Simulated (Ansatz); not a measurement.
`CO[SiH](F)[O][GeH3]` + CH₃OH → `CO[SiH](F)OC` + `[OH][GeH3]`  (ligand exchange at the Si–O bond)

Gas-phase electronic energies from Ansatz, PBE0-D4/def2-TZVP geometries. CBS: MP2 limit from def2 TZ/QZ plus the TZ coupled-cluster correction, frozen cores. This one scheme is used for every species. For Ge outer-core shells are correlated without core-valence functions, which leaves a few kJ/mol of doubt a bond. Scalar relativity is left out up to krypton. One conformer a species, not always the lowest.

```json
{"species": "`CO[SiH](F)[O][GeH3]`", "CCSD(T)/CBS(def2) energy (Eh)": "-2657.77092"}
{"species": "CH₃OH", "CCSD(T)/CBS(def2) energy (Eh)": "-115.61712"}
{"species": "`CO[SiH](F)OC`", "CCSD(T)/CBS(def2) energy (Eh)": "-619.68289"}
{"species": "`[OH][GeH3]`", "CCSD(T)/CBS(def2) energy (Eh)": "-2153.69723"}
```

Q: Work out ΔE.

A: ΔE = (-619.68289) + (-2153.69723) − (-2657.77092) − (-115.61712) = 0.00792 Eh = +0.22 eV.

Largest T1 diagnostic among the species: 0.012.

Leaving LDA and LC-ωPBE aside and taking each functional with its dispersion term where it has one, the values, not all of them listed here, spread over 0.07 eV, from revPBE-D4 to BHLYP-D4. From BLYP to BHLYP (50 % exact exchange), in def2-TZVPP and without D4, ΔE moves by +0.05 eV.
